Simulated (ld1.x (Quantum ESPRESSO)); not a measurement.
**tantalum (Ta), RRKJ: configuration errors across variants**

ld1.x (Quantum ESPRESSO) 7.5 input, shortened:

```
&input
   title='Ta', zed=73., rel=1, dft='PBESOL', iswitch=3,
   config='[Xe] 4f14 5d3 5f-2 6s2 6p0'
 /
 &inputp
   pseudotype=2, tm=.false., lloc=1,
   nlcc=.false.
 /
4
5S  1  0   2.00   0.00  1.85  1.85  0.0
5D  3  2   3.00   0.00  2.60  2.60  0.0
5F  4  3  -2.00   0.10  2.70  2.70  0.0
5P  2  1   6.00   0.00  1.45  1.45  0.0
 &test
   configts(1)='5s2 5p6 5d3 6s2 6p0'
 /
```

Occupied shells without a wave of their own: 6s. They enter only through the test configuration that unscreens the potential.

All-electron excitation energies from the reference (eV): (1) 5s2 5p6 5d3 6s1 6p0 8.505; (2) 5s2 5p6 5d3 6s0 6p0 23.481; (3) 5s2 5p6 5d2 6s0 6p0 47.092; (4) 5s2 5p6 5d2 6s2 6p1 3.033; (5) 5s2 5p6 5d3 6s1.5 6p0 3.478; (6) 5s2 5p6 5d3 6s0 6p1 13.632; (7) 5s2 5p6 5d3 6s0 6p2 8.664.

For the base: The 6s level has no wave, so the channel is fitted at the deeper level alone: the likely source of the large errors.

On the changes marked as counting shells twice: ld1.x takes every shell without a wave as core, so the model core holds the marked electrons as well and exchange and correlation see them twice. This cancels in the reference configuration, but the file is broken for other ones, and its errors say nothing about a proper core correction.

4 further variants failed, have other tests or another functional or relativity, and are left out.

The file “base” misses its own reference levels by 0.8 eV. The file “wave 5d (bound): rc 2.60 bohr becomes 5d (bound): rc 1.66 bohr” misses its own reference levels by 0.8 eV. The file “core correction a·sin(br)/r model core inside 0.76 bohr (6s counted twice)” misses its own reference levels by 0.8 eV. The file “wave 5f channel at 0.1 Ry: rc 2.70 bohr becomes 5f channel at -0.15 Ry: rc 2.70 bohr” misses its own reference levels by 0.8 eV.

Errors AE − PS in meV (a dash: test not solved or not reliable):

| change | (1) | (2) | (3) | (4) | (5) | (6) | (7) | bound ghosts |
| --- | --- | --- | --- | --- | --- | --- | --- | --- |
| base | -975 | -2419 | -3270 | +54 | -438 | -2044 | -1776 | none |
| wave 5d (bound): rc 2.60 bohr becomes 5d (bound): rc 1.66 bohr | -975 | -2414 | -3265 | +43 | -438 | -2040 | -1772 | none |
| core correction a·sin(br)/r model core inside 0.76 bohr (6s counted twice) | -1106 | -3021 | -4299 | +24 | -468 | -2187 | -1915 | none |
| wave 5f channel at 0.1 Ry: rc 2.70 bohr becomes 5f channel at -0.15 Ry: rc 2.70 bohr | -975 | -2419 | -3270 | +54 | -438 | -2044 | -1776 | none |

Question: Give the same row for: type TM; local potential all-electron potential smoothed inside 2.65 bohr (lloc = -2).

Answer: +1233, +3005, +3980, -330, +555, +2168, +1666; bound ghosts: none.
